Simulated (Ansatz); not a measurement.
Relaxation of the cluster Zr₂B₂ with RKS PBE0-D4/def2-TZVP.

```sh
$ ansatz run in.yaml --threads 4 --pin off --events-out ev --progress --plain --max-ram 3916MiB
```

```yaml
crystal:
  periodic: [false, false, false]
  atoms:
    - {symbol: Zr, position_ang: [-0.315940, 1.321470, 1.111020]}
    - {symbol: Zr, position_ang: [-0.592570, -1.592720, 0.433430]}
    - {symbol: B, position_ang: [1.097120, -0.249750, -0.463040]}
    - {symbol: B, position_ang: [-0.188610, 0.521000, -1.081410]}
basis:
  gaussian: {orbitals: def2-TZVP}
hamiltonian: {xc: pbe0, dispersion: d4}
scf: {lower_state_search: "off"}
output: {orbitals: {seedname: orbitals}}
relax: {f_tol: 0.02, max_steps: 100}
```

Run time 11 s (4 threads of AMD EPYC 7R43 on a shared host).

Positions (Å) and forces (eV/Å) at steps 1, 2, 3, 4, 5, 6 of 6:

```xyz
4
step=1 energy=-3902.8595 eV
Zr   -0.316    1.321    1.111    0.207   -3.340   -2.602
Zr   -0.593   -1.593    0.433    1.617    3.885   -0.498
B     1.097   -0.250   -0.463   -2.275   -0.275    0.749
B    -0.189    0.521   -1.081    0.452   -0.270    2.352
4
step=2 energy=-3904.0957 eV
Zr   -0.311    1.152    1.015    0.292   -0.631   -0.044
Zr   -0.538   -1.406    0.429   -0.205    0.651   -0.102
B     1.051   -0.265   -0.424   -0.428    0.851    0.003
B    -0.201    0.519   -1.020    0.340   -0.871    0.143
4
step=3 energy=-3904.2996 eV
Zr   -0.201    1.116    1.038   -0.188   -0.825   -0.110
Zr   -0.618   -1.361    0.356    0.063    0.788    0.322
B     1.072   -0.092   -0.345    0.435   -0.083    0.095
B    -0.253    0.338   -1.048   -0.311    0.121   -0.307
4
step=4 energy=-3904.2840 eV rejected
Zr   -0.188    1.054    1.049   -0.141    0.659    0.246
Zr   -0.644   -1.304    0.366   -0.040   -0.709    0.059
B     1.116   -0.050   -0.327   -0.737   -0.072   -0.659
B    -0.284    0.300   -1.088    0.918    0.122    0.354
4
step=5 energy=-3904.3387 eV
Zr   -0.210    1.086    1.041   -0.066   -0.180    0.039
Zr   -0.621   -1.335    0.373   -0.027    0.152    0.120
B     1.085   -0.091   -0.351    0.085    0.018   -0.056
B    -0.254    0.341   -1.062    0.008    0.010   -0.102
4
step=6 energy=-3904.3421 eV
Zr   -0.214    1.075    1.046   -0.003   -0.003    0.003
Zr   -0.625   -1.327    0.381   -0.002    0.002    0.004
B     1.089   -0.087   -0.358    0.001    0.001   -0.005
B    -0.250    0.339   -1.070    0.003    0.000   -0.003
```

In the def2 sets Zr takes a core potential; there is no spin–orbit coupling. The structure comes from a short search, and lower isomers may exist.
